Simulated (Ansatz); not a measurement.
Z-matrix (Å, degrees):
```
N
Al 1 1.758
H 1 1.008 2 121.3
H 1 1.006 2 128.1 3 180.0
O 2 1.692 1 126.1 3 180.0
C 2 2.010 1 115.1 3 0.0
H 5 0.955 2 126.8 1 -0.1
O 6 1.213 2 117.1 1 -0.0
H 6 1.118 2 125.0 1 180.0
```

Charge 0, multiplicity 1.

(1) List the r2SCAN/def2-TZVPP orbital energies in eV (Ansatz). (Best estimate.)

Results:

(1) Computed: Occupied: -1516.66, -515.92, -515.41, -384.62, -274.97, -110.21, -70.54, -70.35, -70.33, -27.51, -25.60, -21.66, -15.14, -12.92, -12.29, -11.51, -10.72, -10.02, -9.97, -8.34, -8.09, -6.49, -5.30. Lowest empty: -2.53, -0.44, 0.86, 1.13, 1.61, 2.60, 3.15, 3.21.
